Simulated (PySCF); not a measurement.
CH3Cl2FSSi, singlet, at a GFN2-xTB geometry; M062X/6-31G (PySCF).

PySCF was given this input:
```python
from pyscf import gto, scf, dft, solvent

mol = gto.M(
    atom='''
C    -2.247114   -0.765313   -1.296914
S    -0.917017    0.472945   -1.494397
Si    0.346787   -0.071252    0.136027
F     0.773751   -1.611272   -0.098884
Cl    2.012731    1.015208    0.131787
Cl   -0.609737   -0.103428    1.897520
H    -2.741162   -0.621017   -0.342078
H    -2.944546   -0.592170   -2.108910
H    -1.828990   -1.763347   -1.369817
''',
    basis='6-31g',
    charge=0,
    spin=0,
    verbose=4,
)

mf = dft.RKS(mol)
mf.xc = 'm062x'
mf.kernel()
```

Task: Predict the main parts of the log of this PySCF run.

Result: 
```
PySCF version 2.14.0

[INPUT] verbose = 4
[INPUT] num. atoms = 9
[INPUT] num. electrons = 82
[INPUT] charge = 0
[INPUT] spin (= nelec alpha-beta = 2S) = 0
[INPUT] symmetry False subgroup None
[INPUT] Mole.unit = angstrom
[INPUT] Symbol           X                Y                Z      unit          X                Y                Z       unit  Magmom
[INPUT]  1 C     -2.247114000000  -0.765313000000  -1.296914000000 AA   -4.246430030676  -1.446231969569  -2.450812267114 Bohr   0.0
[INPUT]  2 S     -0.917017000000   0.472945000000  -1.494397000000 AA   -1.732910981570   0.893736521982  -2.824001051372 Bohr   0.0
[INPUT]  3 Si     0.346787000000  -0.071252000000   0.136027000000 AA    0.655332453560  -0.134646765828   0.257053775546 Bohr   0.0
[INPUT]  4 F      0.773751000000  -1.611272000000  -0.098884000000 AA    1.462177478608  -3.044862792180  -0.186863678101 Bohr   0.0
[INPUT]  5 Cl     2.012731000000   1.015208000000   0.131787000000 AA    3.803510352422   1.918465079467   0.249041336778 Bohr   0.0
[INPUT]  6 Cl    -0.609737000000  -0.103428000000   1.897520000000 AA   -1.152235938014  -0.195450593612   3.585793115885 Bohr   0.0
[INPUT]  7 H     -2.741162000000  -0.621017000000  -0.342078000000 AA   -5.180045443065  -1.173552048699  -0.646433733239 Bohr   0.0
[INPUT]  8 H     -2.944546000000  -0.592170000000  -2.108910000000 AA   -5.564385501184  -1.119039119184  -3.985262321357 Bohr   0.0
[INPUT]  9 H     -1.828990000000  -1.763347000000  -1.369817000000 AA   -3.456290184568  -3.332242892573  -2.588578970773 Bohr   0.0

nuclear repulsion = 553.953760108061
number of shells = 44
number of NR pGTOs = 240
number of NR cGTOs = 76
basis = 6-31g
ecp = {}

******** <class 'pyscf.dft.rks.RKS'> ********
method = RKS
initial guess = minao
damping factor = 0
level_shift factor = 0
DIIS = <class 'pyscf.scf.diis.CDIIS'>
diis_start_cycle = 1
diis_space = 8
diis_damp = 0
SCF conv_tol = 1e-09
SCF conv_tol_grad = None
SCF max_cycles = 50
direct_scf = True
direct_scf_tol = 1e-13
XC library pyscf.dft.libxc version 7.1.2
    S. Lehtola, C. Steigemann, M. J. T. Oliveira, and M. A. L. Marques,  SoftwareX 7, 1–5 (2018)
XC functionals = m062x
    Y. Zhao and D. G. Truhlar,  Theor. Chem. Acc. 120, 215 (2008)
    Y. Zhao and D. G. Truhlar,  Theor. Chem. Acc. 120, 215 (2008)
radial grids:
    Treutler-Ahlrichs [JCP 102, 346 (1995); DOI:10.1063/1.469408] (M4) radial grids

becke partition: Becke, JCP 88, 2547 (1988); DOI:10.1063/1.454033
pruning grids: <function nwchem_prune>
grids dens level: 3
symmetrized grids: False
atomic radii adjust function: <function treutler_atomic_radii_adjust>
small_rho_cutoff = 0
Set gradient conv threshold to 3.16228e-05
Initial guess from minao.
tot grids = 133624
init E= -1748.5222588565
  HOMO = -0.295836848308067  LUMO = -0.0157296945900149  gap/eV = 7.62210
cycle= 1 E= -1747.52235150196  delta_E=    1  |g|= 0.608  |ddm|= 2.97
  HOMO = -0.339158553883503  LUMO = -0.0600578234220734  gap/eV = 7.59472
cycle= 2 E= -1747.55440830446  delta_E= -0.0321  |g|= 0.629  |ddm|= 1.86
  HOMO = -0.33972846186293  LUMO = -0.0199973498280588  gap/eV = 8.70033
cycle= 3 E= -1747.6375265484  delta_E= -0.0831  |g|= 0.0667  |ddm|= 0.768
  HOMO = -0.338550640635715  LUMO = -0.0112255180679068  gap/eV = 8.90697
cycle= 4 E= -1747.63857545828  delta_E= -0.00105  |g|= 0.0187  |ddm|= 0.119
  HOMO = -0.336629094075313  LUMO = -0.0096891687433629  gap/eV = 8.89649
cycle= 5 E= -1747.63866926648  delta_E= -9.38e-05  |g|= 0.00233  |ddm|= 0.0292
  HOMO = -0.337470220678691  LUMO = -0.0103903149331304  gap/eV = 8.90030
cycle= 6 E= -1747.6386714731  delta_E= -2.21e-06  |g|= 0.000836  |ddm|= 0.00633
  HOMO = -0.337254119655841  LUMO = -0.0102688119466341  gap/eV = 8.89772
cycle= 7 E= -1747.63867172466  delta_E= -2.52e-07  |g|= 0.000343  |ddm|= 0.00202
  HOMO = -0.33727287841727  LUMO = -0.0102406060947262  gap/eV = 8.89900
cycle= 8 E= -1747.63867176319  delta_E= -3.85e-08  |g|= 5.4e-05  |ddm|= 0.000552
  HOMO = -0.337277277925651  LUMO = -0.0102457790074646  gap/eV = 8.89898
cycle= 9 E= -1747.63867176437  delta_E= -1.18e-09  |g|= 1.62e-05  |ddm|= 0.000121
  HOMO = -0.337274500203453  LUMO = -0.0102459878286554  gap/eV = 8.89890
cycle= 10 E= -1747.63867176446  delta_E= -9.41e-11  |g|= 5.74e-06  |ddm|= 3.45e-05
  HOMO = -0.33727524609956  LUMO = -0.0102454138912171  gap/eV = 8.89894
Extra cycle  E= -1747.63867176447  delta_E= -1.14e-11  |g|= 4.98e-06  |ddm|= 1.54e-05
converged SCF energy = -1747.63867176447
```
